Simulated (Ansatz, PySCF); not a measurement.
(3R)-1-fluoro-3-methylcyclobutene (C₅H₇F), SMILES C[C@H]1C=C(F)C1. Atoms are numbered in the order given.

```xyz
13

C     -2.2288     0.1305     0.2007
C     -0.8259    -0.1414     0.7265
C      0.0640    -1.0709    -0.1011
C      0.9526    -0.0931    -0.3090
F      2.1094    -0.0314    -0.9571
C      0.2476     0.9843     0.4613
H     -2.7242     0.9285     0.7777
H     -2.8574    -0.7723     0.2682
H     -2.1969     0.4387    -0.8573
H     -0.8634    -0.4185     1.7949
H     -0.0149    -2.1178    -0.3947
H      0.7705     1.3609     1.3557
H     -0.1214     1.8377    -0.1309
```

Coordinates come from a B3LYP-D3(BJ)/def2-SVP optimisation.

Two levels are set side by side: PBE-D3(BJ)/def2-SVP (Ansatz, an electronic-structure program) and B3LYP-D3(BJ)/def2-SVP (Ansatz). Each level has its own optimised geometry; the coordinates shown are those of the second. Frequencies come from the Hessian of PySCF at each geometry. Differences are taken from unrounded values.

| quantity | B3LYP-D3(BJ) |
|---|---|
| mean bond length (Å) | 1.269 |
| bond C1–C2 (Å) | 1.523 |
| bond C2–C3 (Å) | 1.530 |
| bond C2–C6 (Å) | 1.578 |
| bond C3–C4 (Å) | 1.338 |
| bond C4–F5 (Å) | 1.327 |
| bond C4–C6 (Å) | 1.500 |
| bond C1–H7 (Å) | 1.102 |
| bond C1–H8 (Å) | 1.102 |
| bond C1–H9 (Å) | 1.102 |
| bond C2–H10 (Å) | 1.104 |
| bond C3–H11 (Å) | 1.090 |
| bond C6–H12 (Å) | 1.102 |
| bond C6–H13 (Å) | 1.102 |
| highest harmonic wavenumber (cm⁻¹) | 3228 |
| mean harmonic wavenumber (cm⁻¹) | 1423 |
| zero-point energy (kcal/mol) | 67.12 |

Problem. What does PBE-D3(BJ) give, and how far is it from B3LYP-D3(BJ)? (Estimate from the structure and the level; the computed values follow.)

Solution. 
| quantity | PBE-D3(BJ) | PBE-D3(BJ) minus B3LYP-D3(BJ) |
|---|---|---|
| mean bond length (Å) | 1.275 | 0.006 |
| bond C1–C2 (Å) | 1.525 | 0.002 |
| bond C2–C3 (Å) | 1.530 | 0.000 |
| bond C2–C6 (Å) | 1.579 | 0.001 |
| bond C3–C4 (Å) | 1.348 | 0.011 |
| bond C4–F5 (Å) | 1.334 | 0.007 |
| bond C4–C6 (Å) | 1.502 | 0.001 |
| bond C1–H7 (Å) | 1.110 | 0.007 |
| bond C1–H8 (Å) | 1.109 | 0.007 |
| bond C1–H9 (Å) | 1.110 | 0.008 |
| bond C2–H10 (Å) | 1.113 | 0.009 |
| bond C3–H11 (Å) | 1.098 | 0.008 |
| bond C6–H12 (Å) | 1.110 | 0.008 |
| bond C6–H13 (Å) | 1.110 | 0.008 |
| highest harmonic wavenumber (cm⁻¹) | 3165 | -64 |
| mean harmonic wavenumber (cm⁻¹) | 1385 | -37 |
| zero-point energy (kcal/mol) | 65.36 | -1.76 |

Exact exchange shortens and stiffens bonds; PBE has none. Differences between two approximate levels are no errors against the true value.
